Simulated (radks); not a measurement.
Problem. All-electron atom: the cobalt ion Co5+ in [Ar] 3d(3/2: 3, 5/2: 0) 4s1 (not the ground configuration). Method: Dirac Kohn-Sham, PBE, spin-unpolarised, spherical densities, finite nucleus; Fermi nuclear charge, rms radius 3.7875 fm; computed with a radial shooting solver on a logarithmic mesh with Libxc functionals. Some entries of the table are withheld. Estimate them.

| orbital | occ. | eigenvalue (Ry) | <1/r> (bohr^-1) | r(max) (bohr) |
|---|---|---|---|---|
| 1s1/2 | 2 | -565.3716 | (1) | 0.03678 |
| 2s1/2 | 2 | -73.72255 | 5.839 | 0.2132 |
| 2p1/2 | 2 | -64.95053 | 5.786 | (2) |
| 2p3/2 | 4 | -63.86249 | 5.675 | (3) |
| 3s1/2 | 2 | (4) | (5) | 0.6569 |
| 3p1/2 | 2 | -11.79154 | 1.813 | 0.6560 |
| 3p3/2 | 4 | -11.63653 | 1.789 | 0.6626 |
| 3d3/2 | 3 | (6) | 1.567 | 0.6096 |
| 3d5/2 | 0 | (7) | 1.561 | 0.6115 |
| 4s1/2 | 1 | -4.62133 | 0.7382 | 1.697 |

Solution. 
(1) 1s1/2 <1/r> (bohr^-1): 27.03
(2) 2p1/2 r(max) (bohr): 0.1704
(3) 2p3/2 r(max) (bohr): 0.1729
(4) 3s1/2 eigenvalue (Ry): -14.46844
(5) 3s1/2 <1/r> (bohr^-1): 1.918
(6) 3d3/2 eigenvalue (Ry): -7.27288
(7) 3d5/2 eigenvalue (Ry): -7.25143
